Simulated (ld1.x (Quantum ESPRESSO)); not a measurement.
# Logarithmic derivatives: B (Z = 5), TM

```json
{
 "Element": "boron",
 "Generator": "ld1.x (Quantum ESPRESSO) 7.5",
 "Type": "norm-conserving Troullier–Martins (Kleinman–Bylander form)",
 "Functional": "LDA (PZ)",
 "Relativity": "non-relativistic",
 "Frozen core": "[He]",
 "Valence charge": "3",
 "Reference configuration": "2s1 2p0 (charge +2)",
 "Partial waves": "2s (bound): rc 1.45 bohr; 2p (bound, empty): rc 2.55 bohr; 3d channel at 0.1 Ry: rc 2.05 bohr",
 "Local potential": "the d channel",
 "Core correction": "a·sin(br)/r model core inside 0.85 bohr"
}
```

The phase is arctan(r·u′/u) with u = r·R(r), unwrapped; energies in Ry, scanned from -4 to 5 Ry. A pole is an energy at which the radial function vanishes at the test radius. The pseudo phase is shifted by a multiple of π to meet the all-electron one at the reference energy, and phase errors are pseudo minus all-electron; the curves can meet again beyond the range given. Levels narrower than the energy grid can be missing from the lists of poles.

```
channel  radius (bohr)  reference energy (Ry)  poles, all-electron  poles, pseudo  unbroken range about the reference energy with phases within 0.05 rad  phase error 1 Ry above the reference energy (rad)
      s           2.74                  -2.30          -1.98, 3.25    -1.98, 2.88                                                              below 0.0                                             -0.001
      p           2.74                  -1.88          -1.59, 2.74    -1.59, 3.33                                                             below -0.3                                             +0.010
      d           2.74                   0.10                 1.17           1.18                                                              below 3.4                                             +0.000
```

Phases in the d channel:

```
E (Ry)  all-electron  pseudo
 -4.00         1.364   1.364
 -3.76         1.355   1.356
 -3.52         1.346   1.346
 -3.28         1.335   1.335
 -3.04         1.323   1.323
 -2.80         1.308   1.308
 -2.56         1.290   1.290
 -2.32         1.269   1.269
 -2.08         1.242   1.242
 -1.84         1.207   1.208
 -1.60         1.161   1.161
 -1.36         1.095   1.095
 -1.12         0.993   0.993
 -0.88         0.818   0.818
 -0.64         0.483   0.483
 -0.40        -0.132  -0.132
 -0.16        -0.765  -0.765
  0.08        -1.121  -1.121
  0.32        -1.306  -1.306
  0.56        -1.416  -1.416
  0.80        -1.490  -1.490
  1.04        -1.545  -1.545
  1.28        -1.590  -1.589
  1.52        -1.629  -1.629
  1.76        -1.667  -1.666
  2.00        -1.706  -1.704
  2.24        -1.748  -1.746
  2.48        -1.800  -1.796
  2.72        -1.868  -1.862
  2.96        -1.968  -1.956
  3.20        -2.136  -2.110
  3.44        -2.462  -2.401
  3.68        -3.101  -2.978
  3.92        -3.785  -3.683
  4.16        -4.150  -4.095
  4.40        -4.332  -4.299
  4.64        -4.436  -4.414
  4.88        -4.504  -4.486
```
